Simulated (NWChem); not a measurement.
Program: NWChem. System: H2Cl2Si, charge 0, spin multiplicity 1, at a geometry optimised with PBE0/def2-SVP. The structure started from a generated list of species. Level: B3LYP/def2-TZVP, VWN1-RPA local correlation.

Job file:

```
start mol
memory heap 200 mb stack 900 mb global 1100 mb
geometry units angstroms nocenter noautoz
  Si     0.000000     0.000000     0.768929
  Cl    -1.683952     0.000000    -0.410358
  Cl     1.683952     0.000000    -0.410358
  H      0.000000    -1.233026     1.593580
  H      0.000000     1.233026     1.593580
  symmetry group C2v
end
basis spherical
  * library def2-tzvp
end
dft
  xc b3lyp
  semidirect memsize 60000000 filesize 0
  iterations 100
end
task dft energy
```

Output (cleaned and shortened):

```
             Northwest Computational Chemistry Package (NWChem) 7.3.0
             --------------------------------------------------------

                                NWChem Input Module
                                -------------------

 Scaling coordinates for geometry "geometry" by  1.889725989
 (inverse scale =  0.529177249)

 Turning off AUTOSYM since
 SYMMETRY directive was detected!

                             Geometry "geometry" -> ""
                             -------------------------

 Output coordinates in angstroms (scale by  1.889725989 to convert to a.u.)

  No.       Tag          Charge          X              Y              Z
 ---- ---------------- ---------- -------------- -------------- --------------
    1 Si                  14.0000     0.00000000     0.00000000     0.76892900
    2 Cl                  17.0000    -1.68395200     0.00000000    -0.41035800
    3 Cl                  17.0000     1.68395200     0.00000000    -0.41035800
    4 H                    1.0000     0.00000000    -1.23302600     1.59358000
    5 H                    1.0000     0.00000000     1.23302600     1.59358000

 Effective nuclear repulsion energy (a.u.)     190.5728397463

            Nuclear Dipole moment (a.u.)
            ----------------------------
        X                 Y               Z
 ---------------- ---------------- ----------------
     0.0000000000     0.0000000000    -0.0000113384

      Symmetry information
      --------------------

 Group name             C2v
 Group number             16
 Group order               4
 No. of unique centers     3

      Symmetry unique atoms

     1    2    4


 Summary of "ao basis" -> "" (spherical)
 ------------------------------------------------------------------------------
       Tag                 Description            Shells   Functions and Types
 ---------------- ------------------------------  ------  ---------------------
 *                         def2-tzvp                  on all atoms

                                 NWChem DFT Module
                                 -----------------

 Summary of "ao basis" -> "ao basis" (spherical)
 ------------------------------------------------------------------------------
       Tag                 Description            Shells   Functions and Types
 ---------------- ------------------------------  ------  ---------------------
 Si                        def2-tzvp                13       37   5s5p2d1f
 Cl                        def2-tzvp                13       37   5s5p2d1f
 H                         def2-tzvp                 4        6   3s1p

 Summary of "ao basis" -> "ao basis" (spherical)
 ------------------------------------------------------------------------------
       Tag                 Description            Shells   Functions and Types
 ---------------- ------------------------------  ------  ---------------------
 Si                        def2-tzvp                13       37   5s5p2d1f
 Cl                        def2-tzvp                13       37   5s5p2d1f
 H                         def2-tzvp                 4        6   3s1p

      Symmetry analysis of basis
      --------------------------

        a1         46
        a2         16
        b1         35
        b2         26

            General Information
            -------------------
          SCF calculation type: DFT
          Wavefunction type:  closed shell.
          No. of atoms     :     5
          No. of electrons :    50
           Alpha electrons :    25
            Beta electrons :    25
          Charge           :     0
          Spin multiplicity:     1
          Use of symmetry is: on ; symmetry adaption is: on
          Maximum number of iterations: 100
          AO basis - number of functions:   123
                     number of shells:    47
          Convergence on energy requested:  1.00D-06
          Convergence on density requested:  1.00D-05
          Convergence on gradient requested:  5.00D-04

              XC Information
              --------------
                         B3LYP Method XC Potential
                     Hartree-Fock (Exact) Exchange  0.200
                        Slater Exchange Functional  0.800 local
                    Becke 1988 Exchange Functional  0.720 non-local
              Lee-Yang-Parr Correlation Functional  0.810
                  VWN I RPA Correlation Functional  0.190 local

             Grid Information
             ----------------
          Grid used for XC integration:  medium
          Radial quadrature: Mura-Knowles
          Angular quadrature: Lebedev.
          Tag              B.-S. Rad. Rad. Pts. Rad. Cut. Ang. Pts.
          ---              ---------- --------- --------- ---------
          Si                  1.10       88           8.0       590
          Cl                  1.00       88          10.0       590
          H                   0.35       45           9.0       434
          Grid pruning is: on
          Number of quadrature shells:   221
          Spatial weights used:  Erf1

          Convergence Information
          -----------------------
          Convergence aids based upon iterative change in
          total energy or number of iterations.
          Levelshifting, if invoked, occurs when the
          HOMO/LUMO gap drops below (HL_TOL):  1.00D-02
          DIIS, if invoked, will attempt to extrapolate
          using up to (NFOCK): 10 stored Fock matrices.

                    Damping( 0%)  Levelshifting(0.5)       DIIS
                  --------------- ------------------- ---------------
          dE  on:    start            ASAP                start
          dE off:    2 iters        100 iters           100 iters

      Screening Tolerance Information
      -------------------------------
          Density screening/tol_rho:  1.00D-10
          AO Gaussian exp screening on grid/accAOfunc:  14
          CD Gaussian exp screening on grid/accCDfunc:  20
          XC Gaussian exp screening on grid/accXCfunc:  20
          Schwarz screening/accCoul:  1.00D-08

      Superposition of Atomic Density Guess
      -------------------------------------

 Sum of atomic energies:       -1208.79040611

      Non-variational initial energy
      ------------------------------

 Total energy =   -1209.451930
 1-e energy   =   -2051.407151
 2-e energy   =     651.382382
 HOMO         =      -0.373875
 LUMO         =       0.055031

      Symmetry analysis of molecular orbitals - initial
      -------------------------------------------------

  Numbering of irreducible representations:

     1 a1          2 a2          3 b1          4 b2

  Orbital symmetries:

     1 a1          2 b1          3 a1          4 a1          5 b1
     6 a1          7 b1          8 b2          9 a1         10 b1
    11 a2         12 a1         13 b2         14 a1         15 b1
    16 a1         17 b1         18 a1         19 b1         20 a1
    21 b2         22 a2         23 a1         24 b1         25 b2
    26 a1         27 b1         28 a1         29 b2         30 b2
    31 a1         32 b1         33 a1         34 a2         35 a1

------------------------------------------------------------
EAF file 0: "./mol.aoints.0" size=524288 bytes
------------------------------------------------------------
               write      read    awrite     aread      wait
               -----      ----    ------     -----      ----
     calls:        1         0         0         0         0
   data(b): 5.24e+05  0.00e+00  0.00e+00  0.00e+00
   time(s): 0.00e+00  0.00e+00  0.00e+00  0.00e+00  0.00e+00
rate(mb/s): 0.00e+00  0.00e+00
------------------------------------------------------------

   convergence    iter        energy       DeltaE   RMS-Dens  Diis-err    time
 ---------------- ----- ----------------- --------- --------- ---------  ------
 d= 0,ls=0.0,diis     1  -1211.2237982956 -1.40D+03  5.80D-03  1.33D+00     3.1
 d= 0,ls=0.0,diis     2  -1211.2216539442  2.14D-03  4.89D-03  4.14D-01     3.5
 d= 0,ls=0.0,diis     3  -1211.2522677140 -3.06D-02  1.88D-03  2.11D-01     4.0
 d= 0,ls=0.0,diis     4  -1211.2805828919 -2.83D-02  1.81D-04  4.94D-04     4.5
 d= 0,ls=0.0,diis     5  -1211.2806451289 -6.22D-05  3.41D-05  3.99D-05     4.9
  Resetting Diis
 d= 0,ls=0.0,diis     6  -1211.2806484890 -3.36D-06  8.11D-06  2.18D-06     5.4
 d= 0,ls=0.0,diis     7  -1211.2806487573 -2.68D-07  2.24D-06  7.62D-08     5.8

         Total DFT energy =    -1211.280648757305
      One electron energy =    -2053.242210302499
           Coulomb energy =      729.679603690882
    Exchange-Corr. energy =      -78.290881892022
 Nuclear repulsion energy =      190.572839746335

 Numeric. integr. density =       50.000007651991

     Total iterative time =      5.0s

                  Occupations of the irreducible representations
                  ----------------------------------------------

                     irrep           alpha         beta
                     --------     --------     --------
                     a1               11.0         11.0
                     a2                2.0          2.0
                     b1                8.0          8.0
                     b2                4.0          4.0

                       DFT Final Molecular Orbital Analysis
                       ------------------------------------

 Vector   23  Occ=2.000000D+00  E=-3.455784D-01  Symmetry=a2
              MO Center=  7.2D-14, -3.6D-16, -3.6D-01, r^2= 3.9D+00
   Bfn.  Coefficient  Atom+Function         Bfn.  Coefficient  Atom+Function
  ----- ------------  ---------------      ----- ------------  ---------------
    53      0.378280  2 Cl py                90     -0.378280  3 Cl py
    56      0.245359  2 Cl py                93     -0.245359  3 Cl py
    50      0.183557  2 Cl py                87     -0.183557  3 Cl py
    44     -0.148522  2 Cl py                81      0.148522  3 Cl py
    47     -0.068295  2 Cl py                84      0.068295  3 Cl py

 Vector   24  Occ=2.000000D+00  E=-3.353726D-01  Symmetry=b1
              MO Center= -7.5D-14, -1.9D-16, -3.4D-01, r^2= 4.0D+00
   Bfn.  Coefficient  Atom+Function         Bfn.  Coefficient  Atom+Function
  ----- ------------  ---------------      ----- ------------  ---------------
    52      0.289229  2 Cl px                89      0.289229  3 Cl px
    54     -0.259382  2 Cl pz                91      0.259382  3 Cl pz
    55      0.186451  2 Cl px                92      0.186451  3 Cl px
    57     -0.168907  2 Cl pz                94      0.168907  3 Cl pz
    49      0.140260  2 Cl px                86      0.140260  3 Cl px

 Vector   25  Occ=2.000000D+00  E=-3.258861D-01  Symmetry=b2
              MO Center= -8.6D-14, -7.7D-15,  2.6D-01, r^2= 4.1D+00
   Bfn.  Coefficient  Atom+Function         Bfn.  Coefficient  Atom+Function
  ----- ------------  ---------------      ----- ------------  ---------------
    53      0.314070  2 Cl py                90      0.314070  3 Cl py
    56      0.209108  2 Cl py                93      0.209108  3 Cl py
   113      0.154625  4 H  s                119     -0.154625  5 H  s
    50      0.152967  2 Cl py                87      0.152967  3 Cl py
   114      0.143501  4 H  s                120     -0.143501  5 H  s

 Vector   26  Occ=0.000000D+00  E=-1.028448D-02  Symmetry=a1
              MO Center= -3.1D-14, -2.3D-14,  3.9D-01, r^2= 4.5D+00
   Bfn.  Coefficient  Atom+Function         Bfn.  Coefficient  Atom+Function
  ----- ------------  ---------------      ----- ------------  ---------------
    20      0.738911  1 Si pz                 5     -0.568892  1 Si s
     4     -0.510295  1 Si s                 55      0.391038  2 Cl px
    92     -0.391038  3 Cl px                42      0.374526  2 Cl s
    79      0.374526  3 Cl s                 17      0.311117  1 Si pz
     3      0.229221  1 Si s                 52      0.174506  2 Cl px

 Vector   27  Occ=0.000000D+00  E=-5.396939D-03  Symmetry=b1
              MO Center=  6.5D-15,  2.8D-15,  9.3D-01, r^2= 4.4D+00
   Bfn.  Coefficient  Atom+Function         Bfn.  Coefficient  Atom+Function
  ----- ------------  ---------------      ----- ------------  ---------------
    18      0.956276  1 Si px                42      0.422082  2 Cl s
    79     -0.422082  3 Cl s                 15      0.371428  1 Si px
    57      0.285863  2 Cl pz                94     -0.285863  3 Cl pz
    29     -0.143966  1 Si d  1              54      0.140558  2 Cl pz
    91     -0.140558  3 Cl pz                12      0.127246  1 Si px

 Vector   28  Occ=0.000000D+00  E= 2.625185D-02  Symmetry=a1
              MO Center=  2.6D-14, -5.2D-14,  1.1D+00, r^2= 4.6D+00
   Bfn.  Coefficient  Atom+Function         Bfn.  Coefficient  Atom+Function
  ----- ------------  ---------------      ----- ------------  ---------------
     5      1.576809  1 Si s                114     -1.298852  4 H  s
   120     -1.298852  5 H  s                 20      0.962926  1 Si pz
     4      0.588964  1 Si s                  3     -0.263071  1 Si s
    57     -0.228045  2 Cl pz                94     -0.228045  3 Cl pz
    17      0.165436  1 Si pz                25      0.094099  1 Si d  2

 center of mass
 --------------
 x =   0.00000000 y =   0.00000000 z =  -0.07517133

 moments of inertia (a.u.)
 ------------------
         129.785292798556           0.000000000000           0.000000000000
           0.000000000000         827.062169005371           0.000000000000
           0.000000000000           0.000000000000         719.163927657772

     Multipole analysis of the density
     ---------------------------------

     L   x y z        total         alpha         beta         nuclear
     -   - - -        -----         -----         ----         -------
     0   0 0 0     -0.000000    -25.000000    -25.000000     50.000000

     1   1 0 0      0.000000      0.000000      0.000000      0.000000
     1   0 1 0     -0.000000     -0.000000     -0.000000      0.000000
     1   0 0 1      0.471531      0.235771      0.235771     -0.000011

     2   2 0 0    -30.559051   -187.429122   -187.429122    344.299193
     2   1 1 0      0.000000      0.000000      0.000000      0.000000
     2   1 0 1      0.000000      0.000000      0.000000      0.000000
     2   0 2 0    -29.185163    -20.021860    -20.021860     10.858558
     2   0 1 1      0.000000      0.000000      0.000000      0.000000
     2   0 0 2    -28.259373    -48.201042    -48.201042     68.142710

 Task  times  cpu:        5.8s     wall:        5.8s

 Total times  cpu:        5.9s     wall:        5.9s
```
